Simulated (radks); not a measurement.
Ionisation ladder of boron, from B to B4+. Each ion is in the ground configuration listed by NIST, and IE = E(next ion) - E(this ion), with E = 0 for the bare nucleus. Calculated with a radial shooting solver on a logarithmic mesh with Libxc functionals: scalar-relativistic Kohn-Sham, PBEsol, spin-polarised, spherical densities, finite nucleus; open shells are filled with parallel spins first; Fermi nuclear charge, rms radius 2.406 fm.

species	configuration	E (hartree)	IE, Delta-SCF (eV)	-e(HOMO) (eV)	HOMO	IE, NIST (eV)	kind	error (eV)
B	[He] 2s2 2p1	-24.47978	8.413	3.975	2p up	8.298	exp.	+0.115
B+	[He] 2s2	-24.17061	24.421	19.378	2s	25.155	exp.	-0.734
B2+	[He] 2s1	-23.27315	37.996	32.469	2s up	37.931	exp.	+0.065
B3+	[He]	-21.87683	257.48	230.16	1s	259.37	theory	-1.9
B4+	1s1	-12.41464	337.82	307.15	1s up	340.23	theory	-2.4

Reference values: NIST Atomic Spectra Database (exp. = measured, semi-emp. = semi-empirical, theory = theoretical value adopted there). The ionisation energy per charge of the ion left behind rises most, in proportion, at B3+ ([He]), from 12.665 to 64.370 eV. Against the entries that are not theoretical the mean signed error is -0.5 % and the largest -2.9 %. Open shells are spherical and high-spin; term and fine-structure splittings are not resolved.
